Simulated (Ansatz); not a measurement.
Cost and result for the atomization energy of `C[CH2][Al]([OH])[SH]` (12 atoms, 11 bonds).

```xyz
12

C    -1.793    0.414   -0.367
C    -0.354    0.900   -0.532
Al    1.003   -0.270    0.226
O     2.642    0.136    0.085
S     0.372   -2.106    1.252
H    -2.512    1.111   -0.809
H    -2.064    0.296    0.686
H    -1.950   -0.557   -0.844
H    -0.115    1.046   -1.592
H    -0.229    1.891   -0.078
H     3.374   -0.374    0.424
H     1.626   -2.487    1.550
```

The species carries charge 0 and has multiplicity 1. The structure was optimised at the PBE0-D4/def2-TZVP level. It is one conformer, not always the lowest. Program: Ansatz. Hardware: A = 2 threads of an AMD EPYC 7R13 on a shared host and a share of an NVIDIA H100 80 GB; B = 2 threads of an AMD EPYC 7R13 on a shared host. Times are those of one run each, without the atoms' runs, and a repeat can differ threefold. Electronic energies, without spin–orbit coupling; frozen cores. CCSD(T)/CBS adds CCSD(T) − MP2 in def2-TZVPP to the MP2 limit, and its time is that of the two runs behind it. T1 = 0.011.

CCSD(T)/CBS is a level of theory with its own doubt, some kJ/mol a heavy atom from the limit and from the frozen cores, so smaller differences don't rank the functionals.

```csv
level,functions,wall time,atomization (kcal/mol),difference from CCSD(T)/CBS,per bond
B2PLYP/def2-TZVPP [A],275,2.5 s,1046.5,-15.4,-1.4
revPBE-D4/def2-TZVPP [A],275,2.6 s,1047.4,-14.5,-1.3
BLYP-D4/def2-TZVPP [A],275,2.7 s,1051.2,-10.7,-1.0
r2SCANh-D4/def2-TZVPP [A],275,3 s,1057.4,-4.5,-0.4
BHLYP-D4/def2-TZVPP [A],275,3.1 s,1029.8,-32.1,-2.9
r2SCAN-D4/def2-TZVPP (with forces) [A],275,3.3 s,1063.2,1.3,0.1
PBE0-D4/def2-TZVPP [A],275,3.4 s,1057.0,-4.9,-0.4
MP2/def2-QZVPP [A],521,3.4 s,1066.2,4.3,0.4
CCSD(T)/def2-TZVPP [A],275,3.9 s,1034.4,-27.5,-2.5
ωB97M-V/def2-TZVPP (with forces) [A],275,4.8 s,1063.1,1.2,0.1
ωB97X-V/def2-TZVPP [A],275,5.5 s,1061.2,-0.7,-0.1
CCSD(T)/CBS(def2),–,7.3 s,1061.9,0.0,0.0
CCSD(T)/def2-SVP [B],113,8 s,1000.6,-61.3,-5.6
```

From r2SCAN to r2SCAN0 (25 % exact exchange), in def2-TZVPP and without D4, the atomization energy moves by −14.5 kcal/mol: exact exchange takes away binding that semilocal exchange gives to molecules. In def2-TZVPP, CCSD(T) changes the Hartree–Fock value by +250.6 kcal/mol (the triples alone add +14.2 kcal/mol) and MP2 by +266.1 kcal/mol; breaking electron pairs costs correlation energy, which Hartree–Fock lacks. At CCSD(T), def2-SVP lies −61.3 kcal/mol from the extrapolated value and def2-TZVPP −27.5 kcal/mol: correlation converges slowly with the basis, and small sets miss more of it in the bonded molecule than in its fragments.
